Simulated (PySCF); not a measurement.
Electron correlation in Ir²⁺ (iridium, charge +2)

[Xe] 4f14 5d6 6p1, one real determinant (an excited configuration). Computed with PySCF 2.14 in ANO-RCC-VTZP (8s7p5d3f1g, 84 functions), with the spin-free X2C one-electron Hamiltonian (Gaussian nucleus). Frozen: [Kr] 4d10 4f14; 15 electrons correlated.

```tsv
level	correlation energy (mhartree)
CCSD	-353.19
(T)	-8.67
CCSD(T)	-361.86
```

Diagnostics: T1 = 0.0060, D1 = 0.0246, largest double amplitude 0.063.

Problem. Is a single reference adequate?

Solution. Yes, within this model without spin-orbit coupling: T1 lies below 0.03 and no double amplitude reaches 0.07.

The reference is one real determinant that mixes LS terms of this configuration.
